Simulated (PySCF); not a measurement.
Computed properties of C₂H₅IMg, SMILES C[CH2][Mg][I]

Mg(I)(Et) (C2H5IMg), SMILES C[CH2][Mg][I]. Coordinates come from a PBE0-D3(BJ)/def2-SVP optimisation. The structure was generated by enumeration; whether it is a known compound was not checked. The def2 effective core potentials stand for the cores of I; spin–orbit coupling is left out. One conformer was computed; it need not be the lowest. All values are computed for the isolated molecule unless a solvent is named; none is compared with measurement here.

**Structure.** The optimised structure has Cs symmetry. All 21 harmonic modes at PBE0-D3(BJ)/def2-SVP (PySCF) are real, so it is a minimum. With heavy atoms numbered as in [Mg:1]([I:2])[CH2:3][CH3:4], the shortest bond between them is C3–C4 at 1.529 Å and the longest Mg1–I2 at 2.577 Å.

**Vibrations.** The strongest infrared lines (harmonic, unscaled, degenerate partners summed) lie at 554 cm⁻¹ (63 km/mol, Mg 56 %, C 32 %, H 11 %), 3025 cm⁻¹ (58 km/mol, H 97 %), 558 cm⁻¹ (50 km/mol, H 80 %, C 18 %). The softest mode is at 67 cm⁻¹ and the zero-point energy is 40.6 kcal/mol.

**Electronic structure.** B3LYP/def2-TZVP (PySCF) places the frontier levels at -6.74 and -1.45 eV, a gap of 5.29 eV, and gives a dipole moment of 2.18 D and a mean polarisability of 89.4 bohr³. PBE/def2-TZVP (PySCF) at the same geometry gives -5.81 and -1.89 eV, so its gap is 1.37 eV narrower. An orbital gap is neither the optical nor the fundamental gap.

**Excitations.** TDA-CAM-B3LYP/def2-SVPD (PySCF) has S1 at 5.22 eV (237 nm, f = 0.036, weak); the most intense of the 10 singlets computed lies at 5.32 eV (f = 0.33). T1 (TDA) is at 4.14 eV, 1.08 eV under S1. TDA-PBE/def2-SVPD (PySCF) puts S1 at 4.51 eV. No vertical singlet excitation falls in the visible range (under 3.1 eV).
